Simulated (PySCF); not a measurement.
B(CF3)(Cl)(F) (CBClF₄), SMILES FB(Cl)C(F)(F)F.

Coordinates come from a ωB97X-D3(BJ)/def2-SVP optimisation. The structure was generated by enumeration, and PubChem lists no compound with its InChIKey, so it may never have been made.

The numbers are results of PBE/def2-TZVP in PySCF, not measurements.

Isolated molecule, no solvent.

Computed frontier levels, gap, dipole moment and polarisability:
The highest occupied level comes out as -8.39 eV, the lowest empty level comes out as -2.85 eV and the orbital gap is 5.54 eV. The dipole moment is 1.17 D, the quadrupole, principal values (traceless, Buckingham form, about the centre of nuclear charge) is -2.42, 0.43, 1.99 D·Å and the mean static polarisability comes out as 40.3 bohr³ (5.98 Å³). The polarisability, principal values comes out as 33.5, 37.8, 49.7 bohr³.
